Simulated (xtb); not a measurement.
CNO, doublet, at a GFN2-xTB geometry; xtb with GFN2-xTB.

Here is a job for xtb.
```
$ xtb coord --gfn 2 --uhf 1 --json

# file coord
$coord
     -0.0000000000      -0.0000000000      -2.1153324953  o
      0.0000000000       0.0000000000       0.0806453474  c
      0.0000000000       0.0000000000       2.3483982575  n
$end
```

Task: What does xtb print? Leave out banner, timings and long lists.

Result: 
```
   ID    Z sym.   atoms
    1    8 o      1
    2    6 c      2
    3    7 n      3

           -------------------------------------------------
          |                Calculation Setup                |
           -------------------------------------------------

           -------------------------------------------------
          |                 G F N 2 - x T B                 |
           -------------------------------------------------

          ...................................................
          :                      SETUP                      :
          :.................................................:
          :  # basis functions                  12          :
          :  # atomic orbitals                  12          :
          :  # shells                            6          :
          :  # electrons                        15          :
          :  max. iterations                   250          :
          :  Hamiltonian                  GFN2-xTB          :
          :  restarted?                      false          :
          :  GBSA solvation                  false          :
          :  PC potential                    false          :
          :  electronic temp.          300.0000000     K    :
          :  accuracy                    1.0000000          :
          :  -> integral cutoff          0.2500000E+02      :
          :  -> integral neglect         0.1000000E-07      :
          :  -> SCF convergence          0.1000000E-05 Eh   :
          :  -> wf. convergence          0.1000000E-03 e    :
          :  Broyden damping             0.4000000          :
          :  net charge                          0          :
          :  unpaired electrons                  1          :
          ...................................................

 iter      E             dE          RMSdq      gap      omega  full diag
   1     -9.1371917 -0.913719E+01  0.868E+00    7.03       0.0  T
   2     -9.1434695 -0.627786E-02  0.503E+00    7.37       1.0  T
   3     -9.1378950  0.557454E-02  0.230E+00    6.94       1.0  T
   4     -9.1466481 -0.875312E-02  0.189E-01    7.14       1.0  T
   5     -9.1466706 -0.225164E-04  0.114E-01    7.15       1.0  T
   6     -9.1466777 -0.711877E-05  0.198E-02    7.14       2.9  T
   7     -9.1466782 -0.497732E-06  0.734E-03    7.14       7.9  T
   8     -9.1466783 -0.265240E-07  0.710E-04    7.15      81.4  T
   9     -9.1466783 -0.116257E-09  0.317E-04    7.15     182.3  T

[...]
         :: total energy              -9.024303760567 Eh    ::
[...]
         8        1.5003           -0.4885086             -13.2930 (HOMO)
         9                         -0.2259228              -6.1477 (LUMO)
        10                         -0.2259228              -6.1477
        11                          0.2537648               6.9053
        12                          1.1930509              32.4646
      -------------------------------------------------------------
                  HL-Gap            0.2625858 Eh            7.1453 eV
             Fermi-level           -0.4228615 Eh          -11.5066 eV

     #   Z          covCN         q      C6AA      α(0)
     1   8 o        0.856    -0.163    17.477     5.605
     2   6 c        1.766     0.348    23.544     7.845
     3   7 n        0.911    -0.185    25.007     7.233

 Mol. C6AA /au·bohr⁶  :        195.834016
 Mol. C8AA /au·bohr⁸  :       4646.818970
 Mol. α(0) /au        :         20.682768

Wiberg/Mayer (AO) data.
largest (>0.10) Wiberg bond orders for each atom

 ---------------------------------------------------------------------------
     #   Z sym  total        # sym  WBO       # sym  WBO       # sym  WBO
 ---------------------------------------------------------------------------
     1   8 o    2.147 --     2 c    1.921     3 n    0.226
     2   6 c    3.856 --     3 n    1.935     1 o    1.921
     3   7 n    2.161 --     2 c    1.935     1 o    0.226
 ---------------------------------------------------------------------------

Topologies differ in total number of bonds
Writing topology from bond orders to xtbtopo.mol

molecular dipole:
                 x           y           z       tot (Debye)
 q only:        0.000       0.000      -0.061
   full:       -0.000       0.000      -0.339       0.862
molecular quadrupole (traceless):
                xx          xy          yy          xz          yz          zz
 q only:        0.873       0.000       0.873       0.000       0.000      -1.747
  q+dip:        1.465       0.000       1.465      -0.000       0.000      -2.930
   full:        2.316       0.000       2.316      -0.000       0.000      -4.632

           -------------------------------------------------
          | TOTAL ENERGY               -9.024303760567 Eh   |
          | GRADIENT NORM               0.000011603568 Eh/α |
          | HOMO-LUMO GAP               7.145323316078 eV   |
           -------------------------------------------------

normal termination of xtb
```
